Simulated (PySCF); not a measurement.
Excitation energy of Al⁺ by level of theory

Al⁺ [Ne] 3s2 (1S) → Al⁺ [Ne] 3d2 (3F), as a difference of total energies. Calculation: PySCF 2.14, in aug-cc-pwCVDZ (6s5p3d, 36 functions); no relativity, point nucleus. Correlated levels: valence: [Ne] frozen; valence and next inner shell: 1s2 frozen; nothing frozen. The calculations carry no spin-orbit coupling.

```tsv
method	excitation energy (eV)
UHF	24.292
LDA	24.645
PBE	23.998
PBE0	24.270
r2SCAN	23.991
revPBE	23.708
r2SCAN0	24.330
PW91	24.039
wB97X-V	24.884
MP2 (valence)	24.970
SCS-MP2 (valence)	25.120
MP2 (valence and next inner shell)	25.327
SCS-MP2 (valence and next inner shell)	25.402
MP2 (all electrons)	25.325
SCS-MP2 (all electrons)	25.400
```

Question: How much does correlation contribute at MP2 (all electrons)?

Answer: 25.325 − (24.292) = 1.033 eV, measured against UHF.

The upper state lies above the first ionisation limit, where it may autoionise and the basis confines it.

The promoted electron is Rydberg-like, and one or two diffuse shells describe it only roughly, which tends to raise the upper state.
